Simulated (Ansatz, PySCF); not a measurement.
Process, species as SMILES: CC(=O)O[Si](F)(F)F + 8 [H][H] (H2) → 2 C (CH4) + 3 F (HF) + 2 O (H2O) + [SiH4] (SiH4)
Geometries: B3LYP-D3(BJ)/def2-TZVP minima from Ansatz (a quantum-chemistry and plane-wave program), one conformer each, not searched for the lowest.
Geometry of the first species:
SMILES: C(C)(O[Si](F)(F)F)=O
```xyz
11

C     -2.9950    -0.0406    -0.1543
C     -1.6103     0.3006     0.2956
O     -1.3036     1.0454     1.1808
O     -0.6588    -0.3600    -0.4461
Si     0.9473    -0.1794    -0.1769
F      1.4249     1.2981    -0.4065
F      1.6598    -1.1003    -1.2326
F      1.3656    -0.6567     1.2587
H     -3.7204     0.4959     0.4497
H     -3.1115     0.2203    -1.2071
H     -3.1520    -1.1168    -0.0682
```

Property: energy of full hydrogenation (enthalpy at 298 K, with B3LYP-D3(BJ) rigid-rotor harmonic-oscillator terms from PySCF), in kcal/mol. Cores are frozen in the correlated levels unless marked. Spin-orbit coupling is left out. Non-relativistic. CBS marks a two-point X^-3 extrapolation of the correlation energy; Hartree-Fock from the larger set.

CCSD(T)/CBS(cc-pV(T+d)Z,cc-pV(Q+d)Z) (Ansatz) gives 71.3 kcal/mol.

Question: Another calculation gave 69.6 kcal/mol. Which level was it?
A. r2SCANh/def2-TZVPD (Ansatz)
B. B2PLYP/def2-TZVPD (Ansatz)
C. BLYP/def2-TZVPD (Ansatz)
D. PBE0/def2-TZVPD (Ansatz)

Answer: C, BLYP/def2-TZVPD (Ansatz). The others give 72.5 (B2PLYP), 57.0 (PBE0), 75.9 (r2SCANh) kcal/mol.
